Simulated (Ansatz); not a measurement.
CH6BGeNO, SMILES `OB/C=[N]/[GeH3]` at its PBE0-D4/def2-TZVP geometry, where that method's forces vanish. Total charge 0; spin multiplicity 1.

```
atom    x (Å)    y (Å)    z (Å)
  O1  -2.0792   0.9641  -1.8069
  B2  -1.3243   1.1882  -0.7091
  C3  -0.2955   0.0644  -0.3112
  N4   0.4437   0.2193   0.7119
 Ge5   1.6629  -1.1134   1.1809
  H6  -2.6893   1.6782  -2.0067
  H7  -1.4298   2.1939  -0.0657
  H8  -0.2436  -0.8441  -0.9437
  H9   1.5806  -2.2893   0.1808
 H10   3.0625  -0.4823   1.1684
 H11   1.3120  -1.5791   2.6012
```

(1) For each bond, give half the difference of the two atoms' forces along it (eV/Å; positive pushes the atoms apart) under PBE-D4, r2SCAN-D4, B3LYP-D4, ωB97M-V in def2-TZVPP. (Best estimate.)

## Answers

(1) Ansatz gave: 
| bond | length (Å) | PBE-D4 | r2SCAN-D4 | B3LYP-D4 | ωB97M-V |
| --- | --- | --- | --- | --- | --- |
| O1–B2 | 1.351 | 0.36 | 0.20 | 0.17 | 0.17 |
| O1–H6 | 0.960 | 0.37 | 0.00 | -0.03 | -0.09 |
| B2–C3 | 1.575 | -0.32 | -0.13 | -0.09 | 0.06 |
| B2–H7 | 1.199 | -0.03 | -0.09 | -0.14 | -0.20 |
| C3–N4 | 1.272 | 0.66 | 0.35 | 0.11 | 0.00 |
| C3–H8 | 1.108 | 0.03 | -0.03 | -0.05 | -0.09 |
| N4–Ge5 | 1.866 | 0.09 | 0.00 | 0.15 | 0.08 |
| Ge5–H9 | 1.546 | 0.05 | -0.05 | -0.01 | -0.07 |
| Ge5–H10 | 1.535 | 0.05 | -0.05 | -0.04 | -0.09 |
| Ge5–H11 | 1.535 | 0.05 | -0.06 | -0.04 | -0.09 |

B3LYP here is the variant with VWN-RPA as its local correlation; programs differ in this.
